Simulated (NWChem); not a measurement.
Molecule: AsH, triplet; SMILES [AsH]

All runs: NWChem. Spin-unrestricted. All runs use the structure optimised with PBE0/def2-SVP, spin-unrestricted. No stability test was run on the SCF state. Total energies compare along this basis series because the functional is fixed.

```json
[
 {"level": "PBE/cc-pVDZ", "basis functions": "32", "energy (Ha)": "-2236.0493", "highest occupied level (eV)": "-5.71", "lowest empty minus highest occupied level, either spin (eV)": "2.00", "dipole (D)": "0.26", "relative time": "1"},
 {"level": "PBE/aug-cc-pVDZ", "basis functions": "45", "energy (Ha)": "-2236.0515", "highest occupied level (eV)": "-5.86", "lowest empty minus highest occupied level, either spin (eV)": "1.94", "dipole (D)": "0.17", "relative time": "2"},
 {"level": "PBE/cc-pVTZ", "basis functions": "57", "energy (Ha)": "-2236.1200", "highest occupied level (eV)": "-5.84", "lowest empty minus highest occupied level, either spin (eV)": "1.94", "dipole (D)": "0.20", "relative time": "3"},
 {"level": "PBE/aug-cc-pVTZ", "basis functions": "82", "energy (Ha)": "-2236.1205", "highest occupied level (eV)": "-5.87", "lowest empty minus highest occupied level, either spin (eV)": "1.93", "dipole (D)": "0.16", "relative time": "4"},
 {"level": "PBE/cc-pVQZ", "basis functions": "98", "energy (Ha)": "-2236.1233", "highest occupied level (eV)": "-5.85", "lowest empty minus highest occupied level, either spin (eV)": "1.94", "dipole (D)": "0.16", "relative time": "6"}
]
```

Relative times are rough (shared machine, one core).
